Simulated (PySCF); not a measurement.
**Working out the ionisation energy of Mo**

Mo [Kr] 4d5 5s1 (7S) → Mo⁺ [Kr] 4d5 (6S). Calculation: PySCF 2.14, in def2-SVP with the def2 core potential (28 electrons) (5s3p2d1f, 31 functions); scalar relativity through the core potential. Frozen: 4s2 4p6. Energies in hartree (1 hartree = 27.21139 eV):

```
             part  Mo (lower)  Mo⁺ (upper)
              UHF  -67.545368   -67.313806
MP2 opposite-spin    0.000000     0.000000
    MP2 same-spin   -0.052762    -0.038157
```

**Question.** What does Hartree-Fock give?

**Answer.** (-67.313806) − (-67.545368) = 0.231562 hartree = 6.301 eV.

**Question.** What do MP2 and SCS-MP2 (6/5 opposite-spin, 1/3 same-spin) give?

**Answer.** The opposite-spin parts differ by 0.000 eV and the same-spin parts by 0.397 eV. MP2: 6.301 + (0.000) + (0.397) = 6.698 eV. SCS-MP2: 6.301 + 1.2 × (0.000) + (0.397)/3 = 6.433 eV.

Measured between the centres of the two terms (NIST): 7.092 eV, so MP2 (valence) is off by -0.394 eV.

A double-zeta basis recovers only part of the correlation energy.

What remains against the reference includes basis incompleteness, the frozen core and correlation beyond second order.
